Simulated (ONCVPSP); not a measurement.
Reading a pseudo-wave (B)

Columns: radius, all-electron u(r) and pseudo u(r) of the 2s shell (level -31.48 eV) of boron in the configuration [He] 2s1; PBE, scalar-relativistic, ONCV scheme, ONCVPSP 4.0.1.

```csv
r (bohr),all-electron,pseudo
0.060,-0.2424,0.0265
0.120,-0.3496,0.0540
0.180,-0.3685,0.0834
0.240,-0.3308,0.1151
0.300,-0.2575,0.1499
0.360,-0.1641,0.1879
0.420,-0.0605,0.2296
0.480,0.0462,0.2748
0.540,0.1513,0.3231
0.600,0.2514,0.3738
0.660,0.3445,0.4261
0.720,0.4294,0.4793
0.780,0.5052,0.5324
0.840,0.5719,0.5846
0.900,0.6297,0.6345
0.960,0.6792,0.6805
1.020,0.7207,0.7208
1.080,0.7544,0.7544
1.140,0.7808,0.7808
1.200,0.8002,0.8002
1.260,0.8132,0.8132
1.320,0.8203,0.8203
1.380,0.8221,0.8221
1.440,0.8192,0.8192
1.500,0.8121,0.8121
1.560,0.8013,0.8013
```

Task: How many radial nodes do the two functions have?

Result: The all-electron 2s function has n − l − 1 = 1; the pseudo-wave has 0, since the states of the same l below it are removed with the core.

Task: At about which radius was the pseudo-wave matched?

Result: 1.10 bohr. The columns agree to 0.0005 from 1.02 bohr on; several derivatives are matched, so the curves merge somewhat inside the radius.

Task: Is the pseudo-wave norm-conserving?

Result: Yes: the ONCV scheme keeps the norm inside the radius equal to the all-electron one, which fixes the energy derivative of the logarithmic derivative at the level.
